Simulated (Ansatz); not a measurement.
Total energies of [In(CN)H3]- (CH₃InN⁻) from Ansatz at PBE0-D4/def2-TZVPD, gas phase (1 Eh = 27.2114 eV = 2625.5 kJ/mol). The reference geometry is relaxed at r2SCAN-D4/def2-TZVPD.

Cartesian coordinates in Å:
```
In -0.1190 0.3073 0.6246
C 0.2584 -0.6683 -1.3502
N 0.4544 -1.1707 -2.3801
H 0.9683 1.6878 0.6752
H 0.2553 -0.9171 1.8294
H -1.8174 0.7610 0.6011
```

```
            state                         geometry  energy (Eh)
charge -1 singlet                        reference   -284.74489
 charge 0 doublet                        reference   -284.55341
 charge 0 doublet  relaxed at r2SCAN-D4/def2-TZVPD   -284.58554
```

In the def2 sets In takes a core potential; there is no spin–orbit coupling.

**Question.** Work out the vertical ionisation energy to the doublet.

**Answer.** E(charge 0 doublet) − E(charge -1 singlet) = -284.55341 − (-284.74489) = 0.19148 Eh = 5.21 eV. For comparison, −ε of the highest occupied level is 3.17 eV at this level, 2.04 eV less.

**Question.** How much does the charge 0 doublet relax, and what is the adiabatic ionisation energy?

**Answer.** Relaxation: -284.55341 − (-284.58554) = 0.03213 Eh = 0.87 eV. Adiabatic ionisation energy: 0.15935 Eh = 4.34 eV, without zero-point energy.
